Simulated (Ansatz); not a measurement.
Consider the cleavage of the Al–Al bond: `[OH][Al]([SH])[AlH][F]` + CH₃NH₂ → `C[NH][Al]([OH])[SH]` + `[F][AlH2]`.

Computed with Ansatz on PBE0-D4/def2-TZVP structures; ΔE is electronic, products minus reactants. CCSD(T)/CBS is the MP2 limit (def2-TZVPP, def2-QZVPP) plus CCSD(T) − MP2 in def2-TZVPP, frozen cores. This one scheme is used for every species. DFT in def2-TZVPP. Each species was taken in one conformer, which may not be the lowest.

```
             level  ΔE (kcal/mol)
       LDA (SPW92)          -14.3
           BLYP-D4          -17.2
           PBE0-D4          -14.0
            B2PLYP          -17.9
           r2SCAN0          -17.3
RPA@PBE/def2-TZVPP          -16.8
     CCSD/def2-SVP          -18.8
     MP2/CBS(def2)          -20.0
```

Task: What does CCSD(T)/CBS give? (Best estimate.)

Result: Ansatz gave: -17.2 kcal/mol. The listed levels differ from it by 2.9, 0.0, 3.2, -0.7, -0.1, 0.4, -1.6, -2.8 kcal/mol.

Largest T1 diagnostic among the species: 0.013.

The D4 term adds −1.3 kcal/mol with B3LYP and −0.7 kcal/mol with PBE0; it sums over pairs of atoms, weighted by their polarisabilities, and B3LYP, whose exchange is more repulsive, gets the larger term. Leaving LDA and LC-ωPBE aside and taking each functional with its dispersion term where it has one, the values, not all of them listed here, spread over 7.0 kcal/mol, from B97M-V to PBE-D4. LDA lies −2.3 kcal/mol from PBE without D4.

B3LYP here is the variant with VWN-RPA as its local correlation; programs differ in this.
